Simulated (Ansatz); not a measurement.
C2H12OSi3, SMILES C[C@@H]([SiH3])O[SiH2][SiH3].

The structure is a stationary point at B3LYP-D3(BJ)/def2-SVP. The structure was generated by enumeration; whether it is a known compound was not checked. Other conformers were not sampled.

Two levels are set side by side: PBE/def2-SVPD (Ansatz, an electronic-structure program) and PBE0/def2-SVPD (Ansatz). Energy differences of separate SCF runs at the same geometry; the states with an electron removed or added have multiplicity 2 and 2. Differences are taken from unrounded values.

| quantity | PBE0 |
|---|---|
| vertical ionisation energy (eV) | 9.46 |
| vertical singlet–triplet gap (eV) | 5.51 |

Task: What does PBE give, and how far is it from PBE0? (Estimate from the structure and the level; the computed values follow.)

Result: 
```
quantity                            PBE  PBE minus PBE0
---------------------------------  ----  --------------
vertical ionisation energy (eV)    9.07           -0.40
vertical singlet–triplet gap (eV)  5.12           -0.40
```
